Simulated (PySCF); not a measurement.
Isomers of C8H10OS, from PBE0-D3(BJ)/def2-SVP geometry optimisation, gas phase (PySCF). One conformer each, no zero-point energy, no frequencies.

Question: Which isomer lies lowest at this level?
A. `[CH3:1][c:2]1[cH:3][cH:4][c:5]([S@@:6]([CH3:7])=[O:8])[cH:9][cH:10]1` with C4–C5–S6–C7 -104° (1-methyl-4-(methylsulfinyl)benzene): A = 3046, B = 640.8, C = 574.9 MHz, dipole 4.17 D
B. `[CH:1]#[C:2][C@@H:3]1[CH2:4][S:5][CH2:6][C@@H:7]([CH3:8])[C:9]1=[O:10]` with C2–C3–C4–S5 -64°, C3–C4–S5–C6 -57°, C4–S5–C6–C7 57°, S5–C6–C7–C8 175°: A = 1341, B = 1137, C = 829.2 MHz, dipole 1.11 D
C. `[CH:1]#[C:2][C@@:3]1([S@@:4]([CH3:5])=[O:6])[C@@H:7]2[CH2:8][CH2:9][C@H:10]12` with C2–C3–S4–C5 -59°: A = 1573, B = 1126, C = 876.4 MHz, dipole 4.16 D
D. `[CH3:1][S:2][c:3]1[cH:4][cH:5][c:6]([CH2:7][OH:8])[cH:9][cH:10]1` with C1–S2–C3–C4 179°, C5–C6–C7–O8 -153°, C6–C7–O8–H 57° (4-(methylthio)benzyl alcohol): A = 3329, B = 545.7, C = 475.3 MHz, dipole 1.25 D

Answer: D. That is 4-(methylthio)benzyl alcohol, `c1c(SC)ccc(CO)c1`, 26.2 kcal/mol below the next.

| SMILES | mapped SMILES | E (Eh) | relative (kcal/mol) | relative (kJ/mol) | dipole (D) |
| --- | --- | --- | --- | --- | --- |
| CSc1ccc(CO)cc1 | [CH3:1][S:2][c:3]1[cH:4][cH:5][c:6]([CH2:7][OH:8])[cH:9][cH:10]1 | -783.30614 | 0.0 | 0.0 | 1.25 |
| Cc1ccc([S@@](C)=O)cc1 | [CH3:1][c:2]1[cH:3][cH:4][c:5]([S@@:6]([CH3:7])=[O:8])[cH:9][cH:10]1 | -783.26444 | 26.2 | 109.5 | 4.17 |
| C#C[C@@H]1CSC[C@@H](C)C1=O | [CH:1]#[C:2][C@@H:3]1[CH2:4][S:5][CH2:6][C@@H:7]([CH3:8])[C:9]1=[O:10] | -783.24142 | 40.6 | 169.9 | 1.11 |
| C#C[C@@]1([S@@](C)=O)[C@@H]2CC[C@@H]21 | [CH:1]#[C:2][C@@:3]1([S@@:4]([CH3:5])=[O:6])[C@@H:7]2[CH2:8][CH2:9][C@H:10]12 | -783.12337 | 114.7 | 479.9 | 4.16 |

As drawn, the lowest has an aromatic ring and an O–H bond, which the highest lacks; the highest has a three-membered ring, a four-membered ring and a C≡C bond, which the lowest lacks.
